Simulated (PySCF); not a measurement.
# Assigning NMR signals

Bonds (- single, = double, # triple, : aromatic): C1=N2, N2-Si3, Si3-Si4, Si4-Cl5, Si4-N6, N6-Si7, N6-Si8. C1 carries H9, H10; Si3 carries H11, H12; Si4 carries H13; Si7 carries H14, H15, H16; Si8 carries H17, H18, H19. Stereochemistry as in C=N[SiH2][Si@@H](Cl)N([SiH3])[SiH3]. H9 is cis to Si3; H11 is pro-R; H12 is pro-S; H10 is trans to Si3.

Theory: geometry from GFN2-xTB, shieldings: GIAO PBE0/pcSseg-1, in PySCF 2.14 (equivalent nuclei averaged, single conformer, no solvent model, non-relativistic Hamiltonian).

Referencing at the same level of theory: ¹H (σ = 31.72 ppm) vs TMS.

**Question.** Assign these signals to the numbered atoms. ¹H NMR (500 MHz, computed): δ 8.75 (m, 1H), 8.69 (m, 1H), 5.90 (m, 1H), 5.56 (m, 1H), 5.25 (m, 1H), 4.65 (s, 6H).

**Answer.** 
8.75 → H9, hydrogen on a C=N carbon
8.69 → H10, hydrogen on a C=N carbon
5.90 → H13, hydrogen on a silicon bonded to Cl, N, Si
5.56 → H12, hydrogen on a silicon bonded to N, Si
5.25 → H11, hydrogen on a silicon bonded to N, Si
4.65 → H14/H15/H16/H17/H18/H19, hydrogen on a silicon bonded to N

H9 and H10 lie closer than the usual error of such a calculation, so a measured spectrum could show them in the other order.

Multiplicities follow the n + 1 count of equivalent neighbours, as no J values were calculated; m marks all less simple cases, F and P coupling included.
